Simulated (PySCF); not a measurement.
Be₂O, SMILES [Be][O][Be] (connectivity only; charge and spin as stated), neutral, multiplicity 1.

Geometry: B3LYP-D3(BJ)/def2-TZVPD. The geometry has at least one imaginary mode, so it is a saddle point at that level.

Computed with r2SCAN/def2-TZVPD in PySCF.

The molecule is in vacuum.

```json
{
  "total_energy": "-104.66808 hartree",
  "point_group": "D∞h",
  "highest_occupied_level": "-4.58 eV",
  "lowest_empty_level": "-4.20 eV",
  "orbital_gap": "0.38 eV",
  "dipole_moment": "0.00 D",
  "quadrupole, principal values (traceless, Buckingham form, about the centre of nuclear charge)": "-1.08, 0.54, 0.54 D·Å",
  "mean_static_polarisability": "117.9 bohr³ (17.47 Å³)",
  "polarisability_principal_values": "67.2, 67.2, 219.4 bohr³"
}
```
